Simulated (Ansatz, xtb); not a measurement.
FH6OSn2+: where a starting geometry ends

The starting geometry of this gas-phase singlet has its atoms placed at random.

```xyz
10

F    -0.2577    1.6813   -1.6352
O     0.8994   -1.0710    1.5067
Sn    0.0541    0.4151    0.5084
Sn   -2.4399   -0.4508    0.5823
H    -0.8960   -0.9878    0.9171
H    -0.2636    0.0267   -0.9931
H     1.4587    0.3665   -0.4476
H    -0.4181    1.8737    0.8654
H    -2.1498    0.2358   -1.2963
H    -1.0195   -0.3171    2.2771
```

**Question.** Guess where an optimisation with r2SCAN-D4/def2-SVP ends from this start.

**Answer.** It ends as a structure given below by its coordinates. Distances that change by over a tenth: Sn3–H10 (2.19 → 2.68 Å), Sn4–H9 (2.02 → 1.78 Å). Contacts that open: Sn3–Sn4 (2.64 → 3.84 Å), Sn3–H6 (1.58 → 5.01 Å), Sn4–H5 (1.67 → 4.06 Å). Contacts that close: F1–H6 (1.77 → 0.94 Å), O2–Sn4 (3.52 → 2.17 Å), O2–H10 (2.20 → 0.97 Å).

The energy falls by 15.88 eV over 84 steps:

```tsv
step	E − E(last) (eV)
1	15.875
10	1.935
19	1.623
29	1.235
38	1.214
47	0.621
56	0.087
66	0.009
75	0.005
84	0.000
```

Final geometry (Å):

```yaml
atoms:
  - { symbol: F, position_ang: [-2.4270, 0.6372, -1.3260] }
  - { symbol: O, position_ang: [-0.8045, -0.3546, 1.1058] }
  - { symbol: Sn, position_ang: [0.9847, 0.7755, 1.0070] }
  - { symbol: Sn, position_ang: [-1.7076, -1.5309, -0.4792] }
  - { symbol: H, position_ang: [0.6329, 1.7784, -0.3137] }
  - { symbol: H, position_ang: [-3.2854, 0.8725, -1.6142] }
  - { symbol: H, position_ang: [2.1251, -0.4540, 0.7635] }
  - { symbol: H, position_ang: [0.9417, 1.4944, 2.5457] }
  - { symbol: H, position_ang: [-0.2160, -1.1312, -1.3573] }
  - { symbol: H, position_ang: [-1.2763, -0.3148, 1.9531] }
```

From the same start GFN2-xTB ends elsewhere, differing in F1–Sn3 (1.97 against 4.14 Å here), F1–H6 (3.07 against 0.94 Å here), O2–Sn4 (2.56 against 2.17 Å here), O2–H5 (0.96 against 2.94 Å here), O2–H10 (2.89 against 0.97 Å here), Sn3–H5 (2.66 against 1.70 Å here).

From so rough a start the end depends on the optimiser's path, so another program may land elsewhere. The end wasn't checked by frequencies. Atoms past krypton carry core potentials, without spin–orbit terms. Run with Ansatz 0.2.0, 4.2 min on 2 threads of Intel(R) Xeon(R) Platinum 8259CL CPU @ 2.50GHz (Skylake/Cascade Lake) (shared host).
